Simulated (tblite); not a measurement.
Task: Write Cartesian coordinates for InChI=1S/C6H12OSSi/c7-3-4-1-6(4)2-5(6)8-9/h4-5,7H,1-3H2,9H3/t4-,5+,6-/m0/s1 as optimised with GFN2-xTB.

Result: 
```
atom  x, y, z in Å
O1    -3.162    0.403    1.883
C2    -2.519   -0.139    0.753
C3    -1.018    0.049    0.795
C4    -0.417    1.341    0.275
C5    -0.243    0.073   -0.467
C6    -0.407   -0.391   -1.863
C7     0.857   -0.690   -1.089
S8     2.377    0.153   -1.580
Si9    3.510   -0.067    0.222
H10   -2.925    1.335    1.953
H11   -2.769   -1.204    0.762
H12   -2.919    0.304   -0.171
H13   -0.553   -0.396    1.668
H14   -1.083    2.084   -0.143
H15    0.433    1.763    0.790
H16   -1.077   -1.211   -2.075
H17   -0.338    0.342   -2.654
H18    1.040   -1.709   -0.775
H19    3.545   -1.489    0.547
H20    4.807    0.480   -0.128
H21    2.853    0.671    1.296
```

Orientation and origin are arbitrary. Atoms count from 1 in this order. The 3-membered ring C5–C6–C7 has internal angles of 59.1° to 61.5°. Si9 (SiH3 silicon) is distorted tetrahedral (angles from 103.4° to 113.6°). O1 (alcohol oxygen) is bent (angle 108.6°). Of the pairs four or more bonds apart, C4···H10 is among the closest relative to their van der Waals radii: 3.02 Å, 104 % of the sum of Bondi's values.

Bonds between heavy atoms (Å): O1–C2 1.409, C2–C3 1.514, C3–C4 1.517, C4–C5 1.480, C5–C6 1.480, C6–C7 1.512, C7–S8 1.806, S8–Si9 2.140, C3–C5 1.481, C5–C7 1.476.

Structure optimised with GFN2-xTB, isolated species.

Point group: C1 (no symmetry element, even within 0.4 Å). Its GFN2-xTB frequencies are all real (lowest 45 cm⁻¹). The numbers are those of one conformer (H–O1–C2–C3 56°, O1–C2–C3–C4 -86°, C6–C7–S8–Si9 160°).

All values are computed, not measured.
